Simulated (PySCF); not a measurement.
C₆H₁₂O₃ (SMILES COCC(C)OC(C)=O), singlet, at a GFN2-xTB geometry; DF-BLYP/3-21G run with PySCF.

The PySCF input:
```python
from pyscf import gto, scf, dft

mol = gto.M(
    atom='''
C     3.31664536    1.04528576    0.08548677
O     2.35758882    0.04980383    0.33459253
C     1.11766463    0.32446859   -0.26815282
C     0.12075824   -0.76171008    0.15069742
C     0.56859278   -2.14034251   -0.30453814
O    -1.15387104   -0.49479461   -0.44562435
C    -1.94831639    0.40114729    0.15008231
C    -3.24990067    0.53499897   -0.59702382
O    -1.65560794    1.00652072    1.14614736
H     2.99169205    2.01727611    0.47603834
H     3.51573573    1.14651092   -0.98887000
H     4.22567410    0.73385033    0.59558524
H     1.21354759    0.33361044   -1.36633882
H     0.74081764    1.30656199    0.05552595
H     0.01488437   -0.72621779    1.24189884
H    -0.11794572   -2.89988917    0.05850621
H     0.59452523   -2.17901577   -1.39047307
H     1.56279398   -2.32996452    0.08699485
H    -3.04985766    0.85502697   -1.61637503
H    -3.88494813    1.25900006   -0.09655512
H    -3.74446127   -0.43207692   -0.63617226
''',
    basis='3-21g',
    verbose=4,
)

mf = dft.RKS(mol)
mf.xc = 'blyp'
mf = mf.density_fit(auxbasis='def2-universal-jkfit')
mf.kernel()
mf.analyze()
```

Q: Write the output that PySCF gives for this input, abridged.

A: 
```
PySCF version 2.14.0

[INPUT] verbose = 4
[INPUT] num. atoms = 21
[INPUT] num. electrons = 72
[INPUT] charge = 0
[INPUT] spin (= nelec alpha-beta = 2S) = 0
[INPUT] symmetry False subgroup None
[INPUT] Mole.unit = angstrom
[INPUT] Symbol           X                Y                Z      unit          X                Y                Z       unit  Magmom
[INPUT]  1 C      3.316645360000   1.045285760000   0.085486770000 AA    6.267551382709   1.975303808308   0.161546582574 Bohr   0.0
[INPUT]  2 O      2.357588820000   0.049803830000   0.334592530000 AA    4.455197184137   0.094115598654   0.632288245025 Bohr   0.0
[INPUT]  3 C      1.117664630000   0.324468590000  -0.268152820000 AA    2.112080049813   0.613156771124  -0.506735389330 Bohr   0.0
[INPUT]  4 C      0.120758240000  -0.761710080000   0.150697420000 AA    0.228200000884  -1.439423437521   0.284776851479 Bohr   0.0
[INPUT]  5 C      0.568592780000  -2.140342510000  -0.304538140000 AA    1.074484630605  -4.044661156664  -0.575493679084 Bohr   0.0
[INPUT]  6 O     -1.153871040000  -0.494794610000  -0.445624350000 AA   -2.180500248667  -0.935026300811  -0.842107975937 Bohr   0.0
[INPUT]  7 C     -1.948316390000   0.401147290000   0.150082310000 AA   -3.681784381101   0.758058513711   0.283614462042 Bohr   0.0
[INPUT]  8 C     -3.249900670000   0.534998970000  -0.597023820000 AA   -6.141422198340   1.011001530224  -1.128211509642 Bohr   0.0
[INPUT]  9 O     -1.655607940000   1.006520720000   1.146147360000 AA   -3.128645576255   1.902048499500   2.165904608793 Bohr   0.0
[INPUT] 10 H      2.991692050000   2.017276110000   0.476038340000 AA    5.653478623539   3.812099365528   0.899582087393 Bohr   0.0
[INPUT] 11 H      3.515735730000   1.146510920000  -0.988870000000 AA    6.643777656048   2.166591637623  -1.868693472799 Bohr   0.0
[INPUT] 12 H      4.225674100000   0.733850330000   0.595585240000 AA    7.985366740668   1.386776140122   1.125492987433 Bohr   0.0
[INPUT] 13 H      1.213547590000   0.333610440000  -1.366338820000 AA    2.293272584226   0.630432363896  -2.582006163161 Bohr   0.0
[INPUT] 14 H      0.740817640000   1.306561990000   0.055525950000 AA    1.399942447847   2.469044325867   0.104928838306 Bohr   0.0
[INPUT] 15 H      0.014884370000  -0.726217790000   1.241898840000 AA    0.028127382837  -1.372352729887   2.346848682015 Bohr   0.0
[INPUT] 16 H     -0.117945720000  -2.899889170000   0.058506210000 AA   -0.222885108365  -5.479996322892   0.110560713486 Bohr   0.0
[INPUT] 17 H      0.594525230000  -2.179015770000  -1.390473070000 AA    1.123489858844  -4.117743026408  -2.627613285883 Bohr   0.0
[INPUT] 18 H      1.562793980000  -2.329964520000   0.086994850000 AA    2.953252611319  -4.402994822754   0.164396440748 Bohr   0.0
[INPUT] 19 H     -3.049857660000   0.855026970000  -1.616375030000 AA   -5.763395696307   1.615766802417  -3.054506121286 Bohr   0.0
[INPUT] 20 H     -3.884948130000   1.259000060000  -0.096555120000 AA   -7.341487973841   2.379165304211  -0.182462732725 Bohr   0.0
[INPUT] 21 H     -3.744461270000  -0.432076920000  -0.636172260000 AA   -7.076006284341  -0.816507043546  -1.202191339446 Bohr   0.0

nuclear repulsion = 482.254738868036
number of shells = 69
number of NR pGTOs = 171
number of NR cGTOs = 105
basis = 3-21g
ecp = {}

******** <class 'pyscf.df.df_jk.DFRKS'> ********
method = DFRKS
initial guess = minao
damping factor = 0
level_shift factor = 0
DIIS = <class 'pyscf.scf.diis.CDIIS'>
diis_start_cycle = 1
diis_space = 8
diis_damp = 0
SCF conv_tol = 1e-09
SCF conv_tol_grad = None
SCF max_cycles = 50
direct_scf = False
XC library pyscf.dft.libxc version 7.1.2
    S. Lehtola, C. Steigemann, M. J. T. Oliveira, and M. A. L. Marques,  SoftwareX 7, 1–5 (2018)
XC functionals = blyp
    A. D. Becke,  Phys. Rev. A 38, 3098 (1988)
    C. Lee, W. Yang, and R. G. Parr,  Phys. Rev. B 37, 785 (1988)
    B. Miehlich, A. Savin, H. Stoll, and H. Preuss,  Chem. Phys. Lett. 157, 200 (1989)
radial grids:
    Treutler-Ahlrichs [JCP 102, 346 (1995); DOI:10.1063/1.469408] (M4) radial grids

becke partition: Becke, JCP 88, 2547 (1988); DOI:10.1063/1.454033
pruning grids: <function nwchem_prune>
grids dens level: 3
symmetrized grids: False
atomic radii adjust function: <function treutler_atomic_radii_adjust>
small_rho_cutoff = 0
Set gradient conv threshold to 3.16228e-05
Initial guess from minao.
tot grids = 244656
init E= -459.496318982629
  HOMO = -0.321845323025082  LUMO = -0.0746745483917417  gap/eV = 6.72586
cycle= 1 E= -458.543121319775  delta_E= 0.953  |g|= 1.18  |ddm|= 4.36
  HOMO = -0.0338896301729532  LUMO = 0.0884593346718647  gap/eV = 3.32928
cycle= 2 E= -457.467333373384  delta_E= 1.08  |g|= 2.56  |ddm|= 3.96
  HOMO = -0.180914866666  LUMO = 0.0159548036132717  gap/eV = 5.35710
cycle= 3 E= -458.706211172927  delta_E= -1.24  |g|= 0.721  |ddm|= 3.23
  HOMO = -0.191871012898582  LUMO = 0.00861260352741544  gap/eV = 5.45544
cycle= 4 E= -458.808908046941  delta_E= -0.103  |g|= 0.165  |ddm|= 0.744
  HOMO = -0.188251448305341  LUMO = -0.00496630443800994  gap/eV = 4.98744
cycle= 5 E= -458.812817608627  delta_E= -0.00391  |g|= 0.0705  |ddm|= 0.175
  HOMO = -0.188655583039619  LUMO = -0.000471682795586847  gap/eV = 5.12074
cycle= 6 E= -458.813928216607  delta_E= -0.00111  |g|= 0.0131  |ddm|= 0.0699
  HOMO = -0.188442309069949  LUMO = 0.000905256766170037  gap/eV = 5.15241
cycle= 7 E= -458.813966096398  delta_E= -3.79e-05  |g|= 0.00362  |ddm|= 0.0159
  HOMO = -0.188769907109426  LUMO = 0.000285089833101715  gap/eV = 5.14445
cycle= 8 E= -458.813969199158  delta_E= -3.1e-06  |g|= 0.000954  |ddm|= 0.00576
  HOMO = -0.188661797338916  LUMO = 0.000260900118508545  gap/eV = 5.14085
cycle= 9 E= -458.813969338025  delta_E= -1.39e-07  |g|= 0.000394  |ddm|= 0.00125
  HOMO = -0.188690165896109  LUMO = 0.000293062082824758  gap/eV = 5.14250
cycle= 10 E= -458.813969368595  delta_E= -3.06e-08  |g|= 5.83e-05  |ddm|= 0.000537
  HOMO = -0.188690168712858  LUMO = 0.000291948523629681  gap/eV = 5.14247
cycle= 11 E= -458.813969369366  delta_E= -7.71e-10  |g|= 2.54e-05  |ddm|= 9.76e-05
  HOMO = -0.188689965970267  LUMO = 0.00028916656285416  gap/eV = 5.14238
Extra cycle  E= -458.813969369135  delta_E= 2.31e-10  |g|= 4.01e-05  |ddm|= 7.35e-05
converged SCF energy = -458.813969369135
**** SCF Summaries ****
Total Energy =                        -458.813969369134838
Nuclear Repulsion Energy =             482.254738868036270
One-electron Energy =                -1581.225396080436212
Two-electron Energy =                  640.156687843265104
Two-electron Coulomb Energy =          702.706483366080761
DFT Exchange-Correlation Energy =      -62.549795522815685
HOMO-LUMO gap [eV] =                     5.142384125083500
**** MO energy ****
MO #1   energy= -18.7223431492442  occ= 2
MO #2   energy= -18.684614770832   occ= 2
MO #3   energy= -18.6638234891684  occ= 2
MO #4   energy= -9.97444158443862  occ= 2
MO #5   energy= -9.91209642035679  occ= 2
MO #6   energy= -9.8997488256724   occ= 2
MO #7   energy= -9.89817719124509  occ= 2
MO #8   energy= -9.85842643661351  occ= 2
MO #9   energy= -9.84194133182273  occ= 2
MO #10  energy= -1.0152124087247   occ= 2
MO #11  energy= -0.947933028389556 occ= 2
MO #12  energy= -0.929068525536592 occ= 2
MO #13  energy= -0.720971018742428 occ= 2
MO #14  energy= -0.665873103901838 occ= 2
MO #15  energy= -0.636010675356875 occ= 2
MO #16  energy= -0.583552429708881 occ= 2
MO #17  energy= -0.54734084971241  occ= 2
MO #18  energy= -0.491374813602259 occ= 2
MO #19  energy= -0.439368666364918 occ= 2
MO #20  energy= -0.434012508876948 occ= 2
MO #21  energy= -0.421031991761962 occ= 2
MO #22  energy= -0.41205814374331  occ= 2
MO #23  energy= -0.396485110979279 occ= 2
MO #24  energy= -0.384401470654346 occ= 2
MO #25  energy= -0.366393872547641 occ= 2
MO #26  energy= -0.354198885755726 occ= 2
MO #27  energy= -0.351922595859768 occ= 2
MO #28  energy= -0.335814286865706 occ= 2
MO #29  energy= -0.328175482998359 occ= 2
MO #30  energy= -0.317970021984947 occ= 2
MO #31  energy= -0.30103071930681  occ= 2
MO #32  energy= -0.270069250623123 occ= 2
MO #33  energy= -0.253610532622743 occ= 2
MO #34  energy= -0.231772377101428 occ= 2
MO #35  energy= -0.201775439763857 occ= 2
MO #36  energy= -0.188689965970267 occ= 2
MO #37  energy= 0.00028916656285416 occ= 0
MO #38  energy= 0.0740554938476121 occ= 0
MO #39  energy= 0.107428152084461  occ= 0
MO #40  energy= 0.118585825044767  occ= 0
MO #41  energy= 0.125752120807217  occ= 0
MO #42  energy= 0.132927522464098  occ= 0
MO #43  energy= 0.141056800137972  occ= 0
MO #44  energy= 0.150464187165913  occ= 0
 ** Mulliken pop on meta-lowdin orthogonal AOs  **
 ** Mulliken pop  **
 ** Mulliken atomic charges  **
charge of    0C =     -0.08590
charge of    1O =     -0.35566
charge of    2C =      0.01002
charge of    3C =      0.11930
charge of    4C =     -0.28689
charge of    5O =     -0.30974
charge of    6C =      0.39468
charge of    7C =     -0.31602
charge of    8O =     -0.36201
charge of    9H =      0.08196
charge of   10H =      0.07905
charge of   11H =      0.10951
charge of   12H =      0.07174
charge of   13H =      0.08342
charge of   14H =      0.10266
charge of   15H =      0.09930
charge of   16H =      0.09761
charge of   17H =      0.11254
charge of   18H =      0.11878
charge of   19H =      0.11612
charge of   20H =      0.11953
Dipole moment(X, Y, Z, Debye):  0.27520, -0.02652, -1.73888
```
